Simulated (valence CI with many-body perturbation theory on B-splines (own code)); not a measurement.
# E1 transitions of Mn⁹⁺

Level of theory: valence CI with perturbative core correlation (CI+MBPT): six valence electrons over a frozen Dirac-Fock core [Ne], a basis of 9 s, 9 p, 8 d, 6 f, 3 g, 1 h functions for each j, with the one-electron correlation potential Σ1 (screened to all orders), the two-electron term Σ2, the three-electron term Σ3, Breit, model QED; selected single and double excitations, second order for the rest, scaled by the run's own slope (own B-spline code, finite nucleus).

No measured levels were compared; by estimate levels of excited configurations hold to 0.05 to 0.15 % of their energy, terms of the ground configuration to about 0.5 %. Among the levels kept, up to 1600 cm⁻¹ of a level comes from second order outside the variational space, and about a tenth of that is noise between levels of different J, which matters for small intervals.

Lines 51 to 91 of 91 in falling wavelength, among levels below 504960 cm⁻¹, chosen from the strongest by gf and those to the six lowest levels. Wavelengths and rates use the calculated energies, so an error of 200 cm⁻¹ moves a line at 23.89 nm by 0.048 % and its rate by three times that or more. Electric multipoles are in the length gauge, E1 and E2 with the static RPA response of the core. Weak lines are less certain than strong ones. Lines between different terms over intervals too small for the method are left out, as are lines whose strength nearly cancels. Where a level lies close to another of its J and parity, the split of strength between their lines is uncertain. The highest levels of a list are the least certain.

Names give the largest LS component (configuration and term), which can be under half, so a name can repeat, a term be missing and a line seem to break the LS rules; names also repeat where a configuration has a term twice. Letters in brackets count levels of one name in rising energy.

| λ vac (nm) | Upper | Lower | A (s⁻¹) | log gf | Branch % |
| --- | --- | --- | --- | --- | --- |
| 23.89 | 3s²3p³3d ³D°_2 [b] | 3s²3p⁴ ¹D_2 | 6.15e+07 | -2.58 | 4.3 |
| 23.87 | 3s²3p³3d ³S°_1 | 3s²3p⁴ ¹S_0 | 3.99e+08 | -1.99 | 0.4 |
| 23.75 | 3s²3p³3d ¹D°_2 | 3s²3p⁴ ³P_1 | 2.87e+07 | -2.92 | 2.7 |
| 23.75 | 3s²3p³3d ¹P°_1 | 3s²3p⁴ ¹S_0 | 2.13e+09 | -1.27 | 2.2 |
| 23.70 | 3s²3p³3d ³P°_2 [a] | 3s²3p⁴ ¹D_2 | 1.09e+08 | -2.34 | 2.2 |
| 23.51 | 3s²3p³3d ³D°_3 [b] | 3s²3p⁴ ¹D_2 | 4.31e+07 | -2.60 | 10.3 |
| 23.38 | 3s²3p³3d ³P°_1 [b] | 3s²3p⁴ ¹S_0 | 3.39e+09 | -1.08 | 3.2 |
| 23.20 | 3s²3p³3d ¹D°_2 | 3s²3p⁴ ³P_2 | 8.16e+07 | -2.48 | 7.8 |
| 23.00 | 3s²3p³3d ³D°_1 [b] | 3s²3p⁴ ³P_0 | 7.95e+08 | -1.72 | 59.8 |
| 22.91 | 3s²3p³3d ³D°_1 [b] | 3s²3p⁴ ³P_1 | 1.03e+08 | -2.62 | 7.7 |
| 22.90 | 3s²3p³3d ³P°_0 [a] | 3s²3p⁴ ³P_1 | 4.33e+08 | -2.47 | 100.0 |
| 22.88 | 3s²3p³3d ³P°_1 [a] | 3s²3p⁴ ³P_0 | 1.08e+08 | -2.59 | 4.3 |
| 22.79 | 3s²3p³3d ³P°_1 [a] | 3s²3p⁴ ³P_1 | 2.22e+07 | -3.29 | 0.9 |
| 22.77 | 3s²3p³3d ³F°_2 [b] | 3s²3p⁴ ³P_1 | 4.82e+06 | -3.73 | 5.3 |
| 22.59 | 3s²3p³3d ³D°_2 [b] | 3s²3p⁴ ³P_1 | 1.17e+09 | -1.35 | 80.8 |
| 22.42 | 3s²3p³3d ³P°_2 [a] | 3s²3p⁴ ³P_1 | 9.40e+08 | -1.45 | 18.8 |
| 22.39 | 3s²3p³3d ³D°_1 [b] | 3s²3p⁴ ³P_2 | 1.17e+08 | -2.58 | 8.8 |
| 22.31 | 3s²3p³3d ³F°_3 [b] | 3s²3p⁴ ³P_2 | 1.40e+08 | -2.14 | 75.7 |
| 22.28 | 3s²3p³3d ³P°_1 [a] | 3s²3p⁴ ³P_2 | 2.14e+09 | -1.32 | 85.5 |
| 22.26 | 3s²3p³3d ³F°_2 [b] | 3s²3p⁴ ³P_2 | 1.49e+06 | -4.26 | 1.6 |
| 22.14 | 3s²3p³3d ¹F°_3 | 3s²3p⁴ ¹D_2 | 2.47e+07 | -2.90 | 3.6 |
| 22.09 | 3s²3p³3d ³D°_2 [b] | 3s²3p⁴ ³P_2 | 2.15e+08 | -2.10 | 14.9 |
| 21.93 | 3s²3p³3d ³P°_2 [a] | 3s²3p⁴ ³P_2 | 3.95e+09 | -0.85 | 79.0 |
| 21.80 | 3s²3p³3d ³S°_1 | 3s²3p⁴ ¹D_2 | 2.04e+09 | -1.36 | 2.2 |
| 21.77 | 3s²3p³3d ³D°_3 [b] | 3s²3p⁴ ³P_2 | 3.74e+08 | -1.73 | 89.7 |
| 21.77 | 3s²3p³3d ³P°_2 [b] | 3s²3p⁴ ¹D_2 | 1.28e+09 | -1.34 | 1.2 |
| 21.69 | 3s²3p³3d ¹P°_1 | 3s²3p⁴ ¹D_2 | 5.17e+10 | 0.04 | 54.1 |
| 21.39 | 3s²3p³3d ³P°_1 [b] | 3s²3p⁴ ¹D_2 | 3.87e+10 | -0.10 | 36.7 |
| 20.79 | 3s²3p³3d ³S°_1 | 3s²3p⁴ ³P_0 | 8.61e+07 | -2.78 | 0.1 |
| 20.71 | 3s²3p³3d ³S°_1 | 3s²3p⁴ ³P_1 | 2.33e+09 | -1.35 | 2.6 |
| 20.70 | 3s²3p³3d ¹P°_1 | 3s²3p⁴ ³P_0 | 1.64e+10 | -0.50 | 17.2 |
| 20.69 | 3s²3p³3d ³P°_2 [b] | 3s²3p⁴ ³P_1 | 1.93e+10 | -0.21 | 18.2 |
| 20.62 | 3s²3p³3d ¹P°_1 | 3s²3p⁴ ³P_1 | 2.49e+10 | -0.32 | 26.1 |
| 20.59 | 3s²3p³3d ¹F°_3 | 3s²3p⁴ ³P_2 | 6.54e+08 | -1.54 | 96.4 |
| 20.42 | 3s²3p³3d ³P°_1 [b] | 3s²3p⁴ ³P_0 | 2.68e+10 | -0.30 | 25.4 |
| 20.34 | 3s²3p³3d ³P°_1 [b] | 3s²3p⁴ ³P_1 | 2.93e+10 | -0.26 | 27.8 |
| 20.33 | 3s²3p³3d ³P°_0 [b] | 3s²3p⁴ ³P_1 | 1.14e+11 | -0.15 | 100.0 |
| 20.29 | 3s²3p³3d ³S°_1 | 3s²3p⁴ ³P_2 | 8.64e+10 | 0.20 | 94.7 |
| 20.27 | 3s²3p³3d ³P°_2 [b] | 3s²3p⁴ ³P_2 | 8.57e+10 | 0.42 | 80.6 |
| 20.20 | 3s²3p³3d ¹P°_1 | 3s²3p⁴ ³P_2 | 3.80e+08 | -2.16 | 0.4 |
| 19.94 | 3s²3p³3d ³P°_1 [b] | 3s²3p⁴ ³P_2 | 7.34e+09 | -0.88 | 7.0 |

(1) How does gf follow from A for the line at 22.31 nm?

Results:

(1) gf = 1.4992 × (2J+1)_upper × A / σ², with σ = 448163 cm⁻¹ and 2J+1 = 7: gf = 0.00730.
